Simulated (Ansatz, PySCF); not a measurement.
CH8FNSi2, SMILES [SiH2]([SiH2]F)CN.

Geometry: B3LYP-D3(BJ)/def2-SVP. The structure was generated by enumeration, and PubChem lists no compound with its InChIKey, so it may never have been made. One conformer was computed; it need not be the lowest.

Vertical ionisation energy (IE) and electron affinity (EA) in eV. Rows of orbital energies are one-electron estimates. Where ΔSCF, EOM or ADC give a negative EA the extra electron is unbound and the value depends on the basis.

```tsv
level	IE	EA
−ε(HOMO), −ε(LUMO), B3LYP/def2-TZVP (PySCF)	6.47	0.85
−ε(HOMO), −ε(LUMO), PBE/def2-TZVP (PySCF)	(withheld)	(withheld)
ΔSCF, CAM-B3LYP/def2-TZVPD (Ansatz), final states of multiplicity 2 and 2	8.91	-0.77
ΔSCF, PBE/def2-TZVPD (Ansatz), final states of multiplicity 2 and 2	8.47	-0.49
```

Problem. Some entries are withheld; supply them. (An estimate is asked for; the answer gives what the named calculation found.)

Solution. 
- −ε(HOMO), −ε(LUMO), PBE/def2-TZVP (PySCF), IE: 5.37
- −ε(HOMO), −ε(LUMO), PBE/def2-TZVP (PySCF), EA: 1.50

Problem. What vertical singlet–triplet gap does ΔSCF give with CAM-B3LYP/def2-TZVPD (Ansatz, a program for electronic structure) and with PBE/def2-TZVPD (Ansatz)? (Estimate from the structure and the level; the computed values follow.)

Solution. 5.19 and 4.37 eV (triplet above singlet where positive).
